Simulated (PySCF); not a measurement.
[TiCl5]2-: Ti(III) (d1), charge -2. The structure is a PBE0-D3(BJ)/def2-TZVP, IEF-PCM water geometry optimised for multiplicity 2; coordination trigonal bipyramidal, point group Cs, metal–donor distances 2.31–2.44 Å.

```
6

Ti    0.000    0.000    0.000
Cl    0.000    0.027    2.440
Cl    0.000    0.027   -2.440
Cl   -1.043   -2.097    0.000
Cl    2.326   -0.189    0.000
Cl   -1.195    1.983    0.000
```

Method (PySCF 2.14, density fitting): CASSCF(1,5) with orbitals averaged over all microstates of the shell, strongly contracted NEVPT2 on the averaged canonical orbitals; basis x2c-TZVPall on the metal, x2c-SVPall elsewhere; spin-free X2C; IEF-PCM water; spin-orbit coupling by state interaction with the mean-field operator over all roots.

(1) Which term lies lowest, and with what spin?

(2) Where do the spin-allowed transitions within the shell lie?

(3) What ligand-field parameters describe the result?

(4) What are the magnetic parameters?

Charge-transfer states lie outside this active space and may come lower than some of these levels. NEVPT2 on the d shell alone tends to put d–d bands too high for such charged or covalently bound ions.

The job took 5.4 s on one thread of AMD EPYC 9R45 96-Core Processor (shared host), with 138 basis functions and a peak of 0.71 GiB, launched as `OMP_NUM_THREADS=1 python lf_run.py task.json out`.

Results:

(1) 2A'' (S = 1/2, orbital degeneracy 1), orbital occupations from the lowest 1.0 0.0 0.0 0.0 0.0, by NEVPT2.

(2) By NEVPT2: 2A'' at 494 cm⁻¹; 2A' at 4029 cm⁻¹; 2A' at 5495 cm⁻¹; 2A' at 14252 cm⁻¹ (702 nm). The strongest, at 5495 cm⁻¹, has f = 1.0e-04.

(3) At NEVPT2 level: orbital energies 0, 494, 4029, 5495, 14252 cm⁻¹; ζ = 118 cm⁻¹ (free ion 152).

(4) The ground doublet has g = 1.475, 1.807, 1.888. μeff is 1.80 μB at 300 K and 1.51 μB at 10 K; the spin-only value is 1.73 μB.
